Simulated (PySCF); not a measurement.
Mean polarisability (bohr³) of eight silicon and germanium compounds: PBE beside HF, computed with PySCF for isolated molecules in the bases named; differences from unrounded values. The eight are the first of their class met in an unordered collection, after screening for sound electronic states; none was chosen by its value. Each molecule has one DFT geometry for both levels.

| molecule | basis | HF |
|---|---|---|
| C3H7NSi, SMILES C(N[SiH3])C#C | def2-TZVP | 62.9 |
| C2H6GeN2, SMILES [NH2][Ge@H]1[CH]=N[CH2]1 | def2-TZVP | 61.6 |
| Si(H)(Me)2(NH2) (C2H9NSi), SMILES C[SiH](N)C | def2-TZVP | 54.7 |
| H₄OSSeSi, SMILES [Se](S)O[SiH3] | def2-TZVP | 69.3 |
| Si(H)2(NCO)(OMe) (C2H5NO2Si), SMILES O=C=N[SiH2]OC | def2-TZVP | 55.5 |
| C2H9FSi3, SMILES [SiH2]1[Si](F)([SiH2]C1)C | def2-TZVP | 97.2 |
| Se(NH2)(OSiH3) (H5NOSeSi), SMILES N[Se]O[SiH3] | def2-TZVP | 58.6 |
| C3H4FNSi, SMILES C(=C/C#N)/[SiH2]F | def2-TZVP | 59.5 |

### Question
Estimate the PBE values and say how PBE differs from HF over the set. (An estimate is asked for; the answer gives what the named calculation found.)

### Answer

| molecule | PBE | difference |
|---|---|---|
| C3H7NSi, SMILES C(N[SiH3])C#C | 69.6 | 6.8 |
| C2H6GeN2, SMILES [NH2][Ge@H]1[CH]=N[CH2]1 | 68.4 | 6.8 |
| Si(H)(Me)2(NH2) (C2H9NSi), SMILES C[SiH](N)C | 61.2 | 6.4 |
| H₄OSSeSi, SMILES [Se](S)O[SiH3] | 77.0 | 7.6 |
| Si(H)2(NCO)(OMe) (C2H5NO2Si), SMILES O=C=N[SiH2]OC | 63.4 | 7.9 |
| C2H9FSi3, SMILES [SiH2]1[Si](F)([SiH2]C1)C | 109.5 | 12.2 |
| Se(NH2)(OSiH3) (H5NOSeSi), SMILES N[Se]O[SiH3] | 66.1 | 7.5 |
| C3H4FNSi, SMILES C(=C/C#N)/[SiH2]F | 64.4 | 4.9 |
PBE lies below HF in 0 and above it in 8 of the eight; the mean signed difference is 7.5 and the largest 12.2 bohr³.
